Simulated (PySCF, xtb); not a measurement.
5-fluorofuran-3-one (C4H3FO2), SMILES C1(COC(F)=C1)=O. The values are those of a single conformer.

Harmonic wavenumbers (cm⁻¹) from GFN2-xTB run with xtb at its own minimum, in rising order: 164, 231, 349, 504, 516, 573, 609, 641, 781, 881, 898, 980, 1065, 1091, 1110, 1167, 1212, 1323, 1406, 1644, 1795, 2964, 2978, 3203.

What does PBE0-D3(BJ)/def2-SVP run with PySCF 2.14.0 give at its own minimum? (The exact figures need the calculation; the answer reports its results.)

157, 236, 384, 530, 556, 605, 682, 704, 782, 878, 978, 993, 1105, 1156, 1200, 1254, 1308, 1424, 1506, 1728, 1885, 3109, 3180, 3311. Paired by order, the mean absolute difference is 66 cm⁻¹ and the zero-point energies are 40.2 and 42.4 kcal/mol.
